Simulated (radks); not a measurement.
Values are calculated unless marked as measured or tabulated.
All-electron atom: Cl X in [He] 2s2 2p4 (the NIST ground configuration). Code: a radial shooting solver on a logarithmic mesh with Libxc functionals. Model: Dirac Kohn-Sham, LB94 model potential, spin-unpolarised, spherical densities, finite nucleus; open shells fill j = l - 1/2 first; Fermi nuclear charge, rms radius 3.3654 fm.

Unscreened Slater integrals over Kohn-Sham orbitals (hartree). Large and small components are both included.

| integral | value |
|---|---|
| F0(2p3/2,2p3/2) | 2.4394 |
| F2(2p3/2,2p3/2) | 1.1456 |
| F0(2p3/2,2p1/2) | 2.4461 |
| G2(2p3/2,2p1/2) | 1.1456 |
| F0(2p3/2,2s1/2) | 2.2639 |
| G1(2p3/2,2s1/2) | 1.3184 |
| F0(2p3/2,1s1/2) | 3.3631 |
| G1(2p3/2,1s1/2) | 0.54010 |
| F0(2p1/2,2p1/2) | 2.4529 |
| F0(2p1/2,2s1/2) | 2.2689 |
| G1(2p1/2,2s1/2) | 1.3169 |
| F0(2p1/2,1s1/2) | 3.3849 |
| G1(2p1/2,1s1/2) | 0.54485 |
| F0(2s1/2,2s1/2) | 2.1493 |
| F0(2s1/2,1s1/2) | 3.0203 |
| G0(2s1/2,1s1/2) | 0.26712 |
| F0(1s1/2,1s1/2) | 10.393 |
